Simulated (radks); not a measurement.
Values are calculated unless marked as measured or tabulated.
Cs V, 51 electrons, occupied as [Kr] 4d9.5 5s2 5p3 5d0.5 (fractional occupations, a model configuration). Code: a radial shooting solver on a logarithmic mesh with Libxc functionals. Model: scalar-relativistic Kohn-Sham, PBE, spin-polarised, spherical densities, finite nucleus; open shells are filled with parallel spins first (spin-orbit coupling, left out, can overturn this in heavy ions); Fermi nuclear charge, rms radius 4.8041 fm.

Normalised radial functions P(r) = r R(r), r in bohr:

r,4p down,5s up
0.001865,0.0044,0.0515
0.002487,0.0072,0.0646
0.003317,0.0119,0.0799
0.004424,0.0196,0.0971
0.005854,0.0317,0.1144
0.007808,0.0515,0.1307
0.01041,0.0823,0.1415
0.01389,0.1289,0.1407
0.01838,0.1935,0.1213
0.02451,0.2813,0.0743
0.03269,0.3839,-0.0038
0.0436,0.4775,-0.1045
0.05769,0.5139,-0.1957
0.07695,0.4269,-0.2304
0.1026,0.1564,-0.1489
0.1369,-0.2712,0.0556
0.1811,-0.6631,0.2746
0.2416,-0.7375,0.3268
0.3222,-0.2647,0.0725
0.4297,0.5817,-0.3400
0.5686,1.2383,-0.5055
0.7583,1.2985,-0.1616
1.011,0.8440,0.4830
1.349,0.3473,0.9102
1.785,0.0897,0.8505
2.381,0.0120,0.4716
3.175,0.0007,0.1505
4.235,0.0000,0.0252
5.603,0.0000,0.0020
7.474,0.0000,0.0000

4p down: eigenvalue -209.02 eV, 2 radial nodes at r = 0.115, 0.355 bohr, <r> = 0.735 bohr, 90 % of the charge inside 1.07 bohr. 5s up: eigenvalue -69.619 eV, 4 radial nodes at r = 0.0323, 0.128, 0.339, 0.818 bohr, <r> = 1.62 bohr, 90 % of the charge inside 2.30 bohr.
